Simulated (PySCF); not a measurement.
## Nitrogen: a sound run and one with changed settings

Sound run: N²⁺ [He] 2s2 2p1, N³⁺ [He] 2s2. Computed with PySCF 2.14 in jorge-DZP-DKH (4s2p1d, 15 functions), with scalar relativity by spin-free X2C-1e. In the sound run the correlated levels freeze 1s2. The sound run starts from symmetry-adapted Hartree-Fock orbitals and uses a fine grid where one is needed.

Changed run: a valence shell is frozen. This setting is unsound on purpose.

Ionisation energy of N²⁺:

| method | sound run (eV) | changed run (eV) |
| --- | --- | --- |
| UHF | 47.193 | 47.193 |
| MP2 | 47.204 | 47.193 |
| SCS-MP2 | 47.151 | 47.193 |
| CCSD | 46.964 | 47.193 |
| CCSD(T) | 46.978 | 47.193 |
| CCSDT | n/a | 47.193 |
| FCI | n/a | 47.193 |

Freezing a valence shell removes pair correlation that changes on ionisation.

For comparison, NIST gives 47.445 eV between the lowest levels.
